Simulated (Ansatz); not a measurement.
C3H11BS, SMILES `C[B-](C)(C)[SH2+]`, 16 atoms. Total charge 0; spin multiplicity 1. All runs use 4 threads of an Arm Neoverse V2 on a shared host. Correlated methods freeze the cores.

(1) Give the basis size and wall time and peak host memory of each of these runs in Ansatz. RKS PBE0-D4/def2-TZVPP energy; RKS PBE0-D4/def2-SVP energy; RKS SPW92 (LDA)/def2-TZVPP energy; RKS ωB97M-V/def2-TZVPP energy and forces; RKS PBE0-D4/def2-TZVP frequencies; RHF-CCSD(T)/def2-TZVPP energy; RHF-CCSD(T)/def2-SVP energy; RHF-MP2/def2-QZVPP energy; RKS BHLYP-D4/def2-TZVPP energy; RKS ωB97M-V/def2-SVP energy; direct RPA on PBE orbitals/def2-TZVPP energy; RKS PBE0-D4/def2-TZVP relaxation (6 steps). (Estimate.)

Results:

(1) Ansatz gave: Other jobs shared the machine, so times are rough.

| level | job | functions | wall time | peak host memory (GiB) |
| --- | --- | --- | --- | --- |
| RKS PBE0-D4/def2-SVP | energy | 129 | 1.6 s | 0.31 |
| RKS SPW92 (LDA)/def2-TZVPP | energy | 320 | 2 s | 0.48 |
| RKS PBE0-D4/def2-TZVPP | energy | 320 | 5.5 s | 0.93 |
| RKS BHLYP-D4/def2-TZVPP | energy | 320 | 5.5 s | 0.97 |
| RKS ωB97M-V/def2-SVP | energy | 129 | 6.5 s | 0.43 |
| direct RPA on PBE orbitals/def2-TZVPP | energy | 320 | 11 s | 1.1 |
| RHF-CCSD(T)/def2-SVP | energy | 129 | 13 s | 0.85 |
| RKS ωB97M-V/def2-TZVPP | energy and forces | 320 | 19 s | 1.5 |
| RKS PBE0-D4/def2-TZVP | relaxation (6 steps) | 227 | 33 s | 0.68 |
| RHF-MP2/def2-QZVPP | energy | 628 | 55 s | 6 |
| RKS PBE0-D4/def2-TZVP | frequencies | 227 | 5.7 min | 0.69 |
| RHF-CCSD(T)/def2-TZVPP | energy | 320 | 22 min | 4.7 |
